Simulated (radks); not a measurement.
Species: the rubidium ion Rb4+. Configuration: [Ar] 3d10 4s2 4p2 4f1 (not the ground configuration). All-electron calculation, scalar-relativistic Kohn-Sham, PBEsol, spin-unpolarised, spherical densities, finite nucleus; Fermi nuclear charge, rms radius 4.2036 fm. Program: a radial shooting solver on a logarithmic mesh with Libxc functionals.

Unscreened Slater integrals over Kohn-Sham orbitals (cm^-1).

integral    value
F0(4f,4f)   65424
F2(4f,4f)   34205
F4(4f,4f)   22233
F6(4f,4f)   16242
F0(4f,4p)   81256
F2(4f,4p)   30746
G2(4f,4p)   22011
G4(4f,4p)   14625
F0(4f,4s)   82305
G3(4f,4s)   14526
F0(4f,3d)   84949
F2(4f,3d)  7164.0
F4(4f,3d)  2026.5
G1(4f,3d)  2191.5
G3(4f,3d)  1243.3
G5(4f,3d)  848.06
F0(4p,4p)  133130
F2(4p,4p)   70878
F0(4p,4s)  139570
G1(4p,4s)   94989
F0(4p,3d)  171130
F2(4p,3d)   40119
G1(4p,3d)   13604
G3(4p,3d)   12888
F0(4s,4s)  147280
F0(4s,3d)  186430
G2(4s,3d)   16684
F0(3d,3d)  385030
F2(3d,3d)  186420
F4(3d,3d)  117720

Derived for the open shells (J is the average intra-shell exchange parameter used in DFT+U). 4p: J = F2/5 = 14180 cm^-1. 4f: F4/F2 = 0.650, F6/F2 = 0.475, J = (286 F2 + 195 F4 + 250 F6)/6435 = 2825 cm^-1.
